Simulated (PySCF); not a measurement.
PySCF 2.14 output of an unrestricted LDA calculation on a single atom or ion in cc-pVDZ-X2C (8s7p5d3f1g, 84 functions), with scalar relativity by spin-free X2C-1e:

```
SCF conv_tol = 1e-09
number electrons alpha = 34  beta = 30
    P. A. M. Dirac.,  Math. Proc. Cambridge Philos. Soc. 26, 376 (1930)
    F. Bloch.,  Z. Phys. 57, 545 (1929)
    S. H. Vosko, L. Wilk, and M. Nusair.,  Can. J. Phys. 58, 1200 (1980)
cycle= 1 E= -12147.3510737612  delta_E= 0.0102  |g|= 0.553  |ddm|= 0.373
cycle= 2 E= -12147.2119464793  delta_E= 0.139  |g|= 1.18  |ddm|= 0.606
cycle= 3 E= -12147.3875580617  delta_E= -0.176  |g|= 0.00907  |ddm|= 0.434
cycle= 4 E= -12147.3875660648  delta_E= -8e-06  |g|= 0.00218  |ddm|= 0.00256
cycle= 5 E= -12147.3875668392  delta_E= -7.74e-07  |g|= 3.61e-05  |ddm|= 0.00111
cycle= 6 E= -12147.3875668396  delta_E= -3.46e-10  |g|= 7.98e-06  |ddm|= 3.39e-05
converged SCF energy = -12147.3875668396  <S^2> = 6.0035288  2S+1 = 5.0014113
```

The run itself started from symmetry-adapted Hartree-Fock orbitals and held the occupation by maximum overlap, on a logarithmic radial grid, so the iterations belong to that start.

Task: Which element, charge and spin multiplicity is this?

Result: Dy²⁺ (dysprosium, charge +2), multiplicity 5; the state was [Xe] 4f10, one real determinant.

⟨L²⟩ = 34.01 against 42 for a pure I term, so this real determinant mixes terms. Spin-orbit coupling, absent here, splits the open shell strongly.
